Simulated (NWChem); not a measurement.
All runs are NWChem calculations. System: isocyanic acid (CHNO), charge 0, spin multiplicity 1, at a geometry optimised with B3LYP/def2-SVP. Level: MP2/def2-TZVP, 3 core orbitals frozen.

NWChem printed:

```
             Northwest Computational Chemistry Package (NWChem) 7.3.0
             --------------------------------------------------------

                                NWChem Input Module
                                -------------------

 Scaling coordinates for geometry "geometry" by  1.889725989
 (inverse scale =  0.529177249)

 Turning off AUTOSYM since
 SYMMETRY directive was detected!

                             Geometry "geometry" -> ""
                             -------------------------

 Output coordinates in angstroms (scale by  1.889725989 to convert to a.u.)

  No.       Tag          Charge          X              Y              Z
 ---- ---------------- ---------- -------------- -------------- --------------
    1 N                    7.0000     1.16341700    -0.07544900     0.00000000
    2 C                    6.0000    -0.04642400     0.02107000     0.00000000
    3 O                    8.0000    -1.21380500    -0.03362200     0.00000000
    4 H                    1.0000     1.84506100     0.67070100     0.00000000

 Effective nuclear repulsion energy (a.u.)      59.1124646781

            Nuclear Dipole moment (a.u.)
            ----------------------------
        X                 Y               Z
 ---------------- ---------------- ----------------
    -0.0000075589     0.0000037795     0.0000000000

      Symmetry information
      --------------------

 Group name             Cs
 Group number              2
 Group order               2
 No. of unique centers     4

      Symmetry unique atoms

     1    2    3    4


 Summary of "ao basis" -> "" (spherical)
 ------------------------------------------------------------------------------
       Tag                 Description            Shells   Functions and Types
 ---------------- ------------------------------  ------  ---------------------
 *                         def2-tzvp                  on all atoms

 Summary of "ao basis" -> "ao basis" (spherical)
 ------------------------------------------------------------------------------
       Tag                 Description            Shells   Functions and Types
 ---------------- ------------------------------  ------  ---------------------
 N                         def2-tzvp                11       31   5s3p2d1f
 C                         def2-tzvp                11       31   5s3p2d1f
 O                         def2-tzvp                11       31   5s3p2d1f
 H                         def2-tzvp                 4        6   3s1p

                                 NWChem SCF Module
                                 -----------------

  ao basis        = "ao basis"
  functions       =    99
  atoms           =     4
  closed shells   =    11
  open shells     =     0
  charge          =   0.00
  wavefunction    = RHF
  use symmetry    = T
  symmetry adapt  = T

 Summary of "ao basis" -> "ao basis" (spherical)
 ------------------------------------------------------------------------------
       Tag                 Description            Shells   Functions and Types
 ---------------- ------------------------------  ------  ---------------------
 N                         def2-tzvp                11       31   5s3p2d1f
 C                         def2-tzvp                11       31   5s3p2d1f
 O                         def2-tzvp                11       31   5s3p2d1f
 H                         def2-tzvp                 4        6   3s1p

      Symmetry analysis of basis
      --------------------------

        a'         68
        a"         31

 Forming initial guess at       0.1s

      Superposition of Atomic Density Guess
      -------------------------------------

 Sum of atomic energies:        -167.26699646

      Non-variational initial energy
      ------------------------------

 Total energy =    -168.523991
 1-e energy   =    -344.320403
 2-e energy   =     116.683948
 HOMO         =      -0.381113
 LUMO         =       0.056494

      Symmetry analysis of molecular orbitals - initial
      -------------------------------------------------

  Numbering of irreducible representations:

     1 a'          2 a"

  Orbital symmetries:

     1 a'          2 a'          3 a'          4 a'          5 a'
[...]
   Bfn.  Coefficient  Atom+Function         Bfn.  Coefficient  Atom+Function
  ----- ------------  ---------------      ----- ------------  ---------------
     7      0.307945  1 N  py                10      0.279377  1 N  py
    69     -0.266844  3 O  py                72     -0.238886  3 O  py
    13      0.193248  1 N  py                75     -0.162067  3 O  py
     4     -0.160849  1 N  s

 Vector   11  Occ=2.000000D+00  E=-4.535376D-01  Symmetry=a"
              MO Center=  3.4D-01, -3.9D-02,  6.8D-17, r^2= 1.9D+00
   Bfn.  Coefficient  Atom+Function         Bfn.  Coefficient  Atom+Function
  ----- ------------  ---------------      ----- ------------  ---------------
     8      0.333964  1 N  pz                11      0.309773  1 N  pz
    70     -0.274065  3 O  pz                73     -0.248044  3 O  pz
    14      0.238746  1 N  pz                76     -0.176183  3 O  pz

 Vector   12  Occ=0.000000D+00  E= 1.217272D-01  Symmetry=a'
              MO Center=  1.6D+00,  9.3D-01, -2.0D-16, r^2= 4.2D+00
   Bfn.  Coefficient  Atom+Function         Bfn.  Coefficient  Atom+Function
  ----- ------------  ---------------      ----- ------------  ---------------
     5      2.101921  1 N  s                 96     -1.962433  4 H  s
    36     -1.308018  2 C  s                 67      0.736450  3 O  s
    13      0.568420  1 N  py                35     -0.429579  2 C  s
    74      0.280595  3 O  px                 3      0.198775  1 N  s
    12      0.181653  1 N  px

 Vector   13  Occ=0.000000D+00  E= 1.526856D-01  Symmetry=a'
              MO Center=  2.3D-01,  4.4D-01,  1.4D-16, r^2= 3.2D+00
   Bfn.  Coefficient  Atom+Function         Bfn.  Coefficient  Atom+Function
  ----- ------------  ---------------      ----- ------------  ---------------
    36      2.451814  2 C  s                  5     -1.030760  1 N  s
    12      0.914449  1 N  px                96     -0.853968  4 H  s
    35      0.809217  2 C  s                 67     -0.797770  3 O  s
    43      0.510655  2 C  px                44      0.482745  2 C  py
    75     -0.357421  3 O  py                74     -0.351761  3 O  px

 Vector   14  Occ=0.000000D+00  E= 2.123276D-01  Symmetry=a'
              MO Center=  4.9D-02, -3.4D-01, -4.8D-17, r^2= 5.2D+00
   Bfn.  Coefficient  Atom+Function         Bfn.  Coefficient  Atom+Function
  ----- ------------  ---------------      ----- ------------  ---------------
    36      2.447925  2 C  s                 67     -2.134521  3 O  s
    96     -1.286225  4 H  s                 35      0.888955  2 C  s
    44     -0.840231  2 C  py                43     -0.718069  2 C  px
    13      0.681661  1 N  py                74     -0.676178  3 O  px
     4     -0.594255  1 N  s                 12      0.586656  1 N  px

 center of mass
 --------------
 x =  -0.08001169 y =  -0.02924326 z =   0.00000000

 moments of inertia (a.u.)
 ------------------
           1.950454491093          -2.252778622628           0.000000000000
          -2.252778622628         163.908348149135           0.000000000000
           0.000000000000           0.000000000000         165.858802640228

  Mulliken analysis of the total density
  --------------------------------------

    Atom       Charge   Shell Charges
 -----------   ------   -------------------------------------------------------
    1 N    7     7.56   0.82  1.16  0.52  0.82  0.23  1.51  1.71  0.76  0.01  0.03  0.00
    2 C    6     5.39   0.86  1.12  0.58  0.29  0.01  1.14  0.95  0.15  0.06  0.20  0.03
    3 O    8     8.37   0.79  1.18  0.58  0.95  0.33  1.83  1.93  0.73  0.01  0.03  0.00
    4 H    1     0.69   0.24  0.37  0.04  0.04

       Multipole analysis of the density wrt the origin
       ------------------------------------------------

     L   x y z        total         open         nuclear
     -   - - -        -----         ----         -------
     0   0 0 0      0.000000      0.000000     22.000000

     1   1 0 0      0.718227      0.000000     -0.000008
     1   0 1 0      0.630277      0.000000      0.000004
     1   0 0 1     -0.000000      0.000000      0.000000

     2   2 0 0    -12.863108      0.000000     88.128638
     2   1 1 0      2.145052      0.000000      3.369832
     2   1 0 1      0.000000      0.000000      0.000000
     2   0 2 0    -11.617811      0.000000      1.790513
     2   0 1 1     -0.000000      0.000000      0.000000
     2   0 0 2    -12.498061      0.000000      0.000000

                   NWChem MP2 Semi-direct Energy/Gradient Module
                   ---------------------------------------------

  Basis functions       =     99
  Molecular orbitals    =     99
  Frozen core           =      3
  Frozen virtuals       =      0
  Active alpha occupied =      8
  Active beta occupied  =      8
  Active alpha virtual  =     88
  Active beta virtual   =     88
  Use MO symmetry       = T
  Use skeleton AO sym   = T

  AO/Fock/Back tols     =   1.0D-09  1.0D-09  1.0D-09

 GA uses MA = F    GA memory limited = T

 Available:
  local mem=  1.26D+08
 global mem=  1.44D+08
 local disk=  0.00D+00
  mp2_memr nvloc                    88
  nvloc new                    88
   1 passes of   8:        5242880                      55179                  11738296.
   1 passes of   8: M    126152519           G      144159598           F     120909639.

 Semi-direct pass number   1 of   1  for RHF alpha+beta  at        3.6s
  vrange nnbf                  4897
  mp2_eaftype                    44  avail_ma_in_mb                  1099
 EAF : mp2_eaftype filesize          44    5869148.
  mp2_eaf for mointskh                     44
Node 0 wrote     27.6 Mb in      0.1 s     Agg I/O rate:   431.1 Mb/s
 Done moints_semi at        7.1s
  mp2_eaftype                    44  avail_ma_in_mb                  1055
 EAF : mp2_eaftype filesize          44    5869148.
  mp2_eaf for kh                    44
 Done maket at        7.4s
 Done multipass loop at        7.4s

          -------------------------------------------
          SCF energy                -167.834927577381
          Correlation energy          -0.573781050372
          Singlet pairs               -0.347274390389
          Triplet pairs               -0.226506659983
          Total MP2 energy          -168.408708627753
          -------------------------------------------

          ---------------------------------------------------
                    Spin Component Scaled (SCS) MP2
          Same spin pairs                     -0.151004439988
          Same spin scaling factor             0.333333333333
          Opposite spin pairs                 -0.422776610384
          Opposite spin scaling fact.          1.200000000000
          SCS-MP2 correlation energy          -0.557666745790
          Total SCS-MP2 energy              -168.392594323171
          ---------------------------------------------------

 -----------------------
 Performance information
 -----------------------

 Timer overhead =  1.37D-07 seconds/call

               Nr. of calls         CPU time (s)                 Wall time (s)                GFlops
             ---------------    -------------------     ------------------------------   -------------------
Name         Min   Avg   Max    Min     Avg     Max     Min     Avg     Max   Mx/calls   Min     Max     Sum
mp2: moin     1     1     1    3.5     3.5     3.5      3.5     3.5     3.5     3.5      0.0     0.0     0.0
mp2: make     1     1     1   0.27    0.27    0.27     0.27    0.27    0.27    0.27      0.0     0.0     0.0
mp2: tota     1     1     1    3.9     3.9     3.9      3.9     3.9     3.9     3.9      0.0     0.0     0.0

 The average no. of pstat calls per process was 3.00D+00
 with a timing overhead of 4.10D-07s

 Task  times  cpu:        7.3s     wall:        7.3s

 Total times  cpu:        7.4s     wall:        7.4s
```

Q: Write an NWChem input that would produce this output.

A: This is not unique; one that fits is 
```
start mol
memory heap 200 mb stack 900 mb global 1100 mb
geometry units angstroms nocenter noautoz
  N      1.163417    -0.075449     0.000000
  C     -0.046424     0.021070     0.000000
  O     -1.213805    -0.033622     0.000000
  H      1.845061     0.670701     0.000000
  symmetry group Cs
end
basis spherical
  * library def2-tzvp
end
scf
  rhf
  nopen 0
  maxiter 100
  thresh 1e-7
  semidirect memsize 60000000 filesize 0
end
mp2
  freeze core 3
end
task mp2 energy
```
